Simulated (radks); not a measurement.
Initial-state core-level shifts of neutral bismuth when its valence configuration changes from [Hg] 6p3. Calculated with a radial shooting solver on a logarithmic mesh with Libxc functionals: scalar-relativistic Kohn-Sham, PBE, spin-polarised, spherical densities, finite nucleus; open shells are filled with parallel spins first (spin-orbit coupling, left out, can overturn this in heavy ions); Fermi nuclear charge, rms radius 5.5211 fm. Shifts are changes of the shell-averaged eigenvalues in eV (positive: less bound); the change of the density at the nucleus, which sets a Mossbauer isomer shift, is in e/bohr^3, on a base of 3.213e+06.

| valence | 2s | 3s | 4p | 4d | density at nucleus |
|---|---|---|---|---|---|
| [Xe] 4f14 5d10 6s1 6p4 | -1.815 | -1.830 | -1.834 | -1.831 | -313.2 |
| [Xe] 4f14 5d9 6s2 6p4 | -6.552 | -6.437 | -6.315 | -6.311 | +92.2 |
| [Xe] 4f13.5 5d10 6s2 6p3.5 | -11.360 | -12.460 | -10.411 | -10.112 | +160.7 |
| [Xe] 4f14 5d10 6p5 | -3.670 | -3.697 | -3.702 | -3.697 | -637.5 |
| [Xe] 4f12 5d10 6s2 6p5 | -46.590 | -51.067 | -42.229 | -41.029 | +661.3 |
| [Xe] 4f13 5d10 6s1 6p5 | -24.625 | -26.853 | -22.650 | -22.049 | -24.9 |
